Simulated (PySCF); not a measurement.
silole, C₄H₆Si, SMILES C1=C[SiH2]C=C1, point group C2v.

Force field and properties: PBE0/pcSseg-1 (PySCF, grid level 2). Vibrational terms come from second-order perturbation theory with semi-diagonal cubic constants, by steps of ±0.6 along the normal coordinates of each isotopologue. The parent has the commonest isotopes.

Equilibrium geometry (Å):

| atom | x | y | z |
| --- | --- | --- | --- |
| C1 | 1.0137 | -0.8792 | 0.0525 |
| C2 | -0.2524 | -1.3138 | 0.1787 |
| Si3 | -1.3585 | 0.1897 | 0.0393 |
| C4 | 0.1021 | 1.3372 | -0.1922 |
| C5 | 1.2079 | 0.5736 | -0.1509 |
| H6 | 1.8824 | -1.5378 | 0.0929 |
| H7 | -0.4939 | -2.3620 | 0.3312 |
| H8 | -2.2861 | 0.1505 | -1.1276 |
| H9 | -2.1559 | 0.4682 | 1.2682 |
| H10 | 0.1446 | 2.4130 | -0.3374 |
| H11 | 2.2179 | 0.9715 | -0.2586 |

(1) Give the equilibrium and ground-state rotational constants (MHz) of parent; ²H at 8.

(2) How is the parent's vibrational correction B0 − Be made up?

(3) And its quartic centrifugal distortion constants from the harmonic force field?

A mode lies under 250 cm⁻¹, where this perturbation treatment is rough.

Results:

(1) 
```
species      Ae      Be      Ce      A0      B0      C0  Δ0 (u Å²)  harmonic ZPE (cm⁻¹)
 parent  6734.1  4931.8  2944.8  6688.9  4914.5  2929.8     -5.894                18071
²H at 8  6611.4  4670.7  2872.2  6567.1  4654.2  2857.8     -8.699                17568
```

Δ0 = Ic − Ia − Ib from the ground-state constants.

(2) 
```json
{"axis": "a", "harmonic": "8.32", "Coriolis": "-6.48", "cubic": "-47.1", "total (MHz)": "-45.3"}
{"axis": "b", "harmonic": "5.96", "Coriolis": "-4.09", "cubic": "-19.2", "total (MHz)": "-17.3"}
{"axis": "c", "harmonic": "1.2", "Coriolis": "-0.612", "cubic": "-15.6", "total (MHz)": "-15"}
```

(3) Asymmetric top, A reduction, IIIr representation: ΔJ = 1.9 kHz, ΔJK = -3.8 kHz, ΔK = 2.1 kHz, δJ = 0.152 kHz, δK = -1.5 kHz.
